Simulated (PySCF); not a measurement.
# Choosing a basis for TDDFT

Species: cyclohexanone, C₆H₁₀O.
Atom-mapped SMILES: `[O:1]=[C:2]1[CH2:3][CH2:4][CH2:5][CH2:6][CH2:7]1` (hydrogens: H8, H9 on C3; H10, H11 on C4; H12, H13 on C5; H14, H15 on C6; H16, H17 on C7)

TDDFT with PBE0 (PySCF), vertical singlets, core orbitals frozen in the response, spherical d and f functions. The structure is a single PBE0-D3(BJ)/def2-SVP conformer in the gas phase; no vibrational or solvent corrections.

```json
{"basis": "6-31G*", "functions": "118", "diffuse": "no", "S1 (eV)": "4.29", "S2 (eV)": "7.65", "S3 (eV)": "7.79", "S4 (eV)": "8.07", "S5 (eV)": "8.19", "LUMO (eV)": "-0.05", "α (au)": "61.6"}
{"basis": "6-31+G*", "functions": "146", "diffuse": "yes", "S1 (eV)": "4.29", "S2 (eV)": "6.36", "S3 (eV)": "6.73", "S4 (eV)": "6.84", "S5 (eV)": "6.99", "LUMO (eV)": "-0.52", "α (au)": "68.6"}
{"basis": "def2-SVP", "functions": "148", "diffuse": "no", "S1 (eV)": "4.28", "S2 (eV)": "7.46", "S3 (eV)": "7.61", "S4 (eV)": "7.73", "S5 (eV)": "7.88", "LUMO (eV)": "-0.26", "α (au)": "63.5"}
{"basis": "def2-SVPD", "functions": "223", "diffuse": "yes", "S1 (eV)": "4.28", "S2 (eV)": "6.73", "S3 (eV)": "7.14", "S4 (eV)": "7.35", "S5 (eV)": "7.41", "LUMO (eV)": "-0.54", "α (au)": "71.6"}
{"basis": "aug-cc-pVDZ", "functions": "251", "diffuse": "yes", "S1 (eV)": "4.25", "S2 (eV)": "6.01", "S3 (eV)": "6.31", "S4 (eV)": "6.45", "S5 (eV)": "6.57", "LUMO (eV)": "-0.62", "α (au)": "73.0"}
{"basis": "def2-TZVP", "functions": "277", "diffuse": "no", "S1 (eV)": "4.29", "S2 (eV)": "6.99", "S3 (eV)": "7.42", "S4 (eV)": "7.46", "S5 (eV)": "7.57", "LUMO (eV)": "-0.42", "α (au)": "70.2"}
```

**Question.** How much do these states and the polarisability depend on the basis?

**Answer.** States are compared by their number. Against the largest diffuse basis here (aug-cc-pVDZ, itself not a converged limit), sets without diffuse functions differ by up to 0.04 eV in S1 and 1.62 eV in S5; the smaller diffuse sets differ by up to 0.03 and 0.84 eV. State by state, the largest deviation of a set without diffuse functions is S1 0.04, S2 1.64, S3 1.48, S4 1.62, S5 1.62 eV. The same number needn't mean the same state in each row. Against aug-cc-pVDZ the polarisability deviates by -16% in 6-31G*, -6% in 6-31+G*, -13% in def2-SVP, -2% in def2-SVPD, -4% in def2-TZVP. A single + in a Pople set puts diffuse functions on heavy atoms only.
